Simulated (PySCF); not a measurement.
C₃H₄Cl₂, SMILES ClC1(Cl)CC1. Atoms are numbered in the order given.

```xyz
9

Cl     1.4650     0.0000    -0.7669
C      0.0000     0.0000     0.2009
Cl    -1.4650     0.0000    -0.7669
C      0.0000     0.7571     1.4875
C      0.0000    -0.7571     1.4875
H     -0.9251     1.2747     1.7548
H      0.9251     1.2747     1.7548
H     -0.9251    -1.2747     1.7548
H      0.9251    -1.2747     1.7548
```
Charge 0, spin multiplicity 1.

Geometry optimised at ωB97X-D3(BJ)/def2-SVP.

Computed with HF/def2-TZVP (PySCF).

Symmetry labels are those of the subgroup C2v that the program uses (full group C2v).

List the valence orbital energies around the gap with their symmetry. (Estimate from the structure and the level; the computed values follow.)


```
orbital  symmetry  energy (eV)
-------  --------  -----------
HOMO−7         B2       -15.29
HOMO−6         A2       -14.98
HOMO−5         B1       -14.90
HOMO−4         A1       -14.07
HOMO−3         A2       -12.58
HOMO−2         B1       -12.05
HOMO−1         A1       -11.96
HOMO           B2       -10.94
LUMO           A1         4.21
LUMO+1         B1         4.21
LUMO+2         A1         4.40
LUMO+3         B2         4.75
```
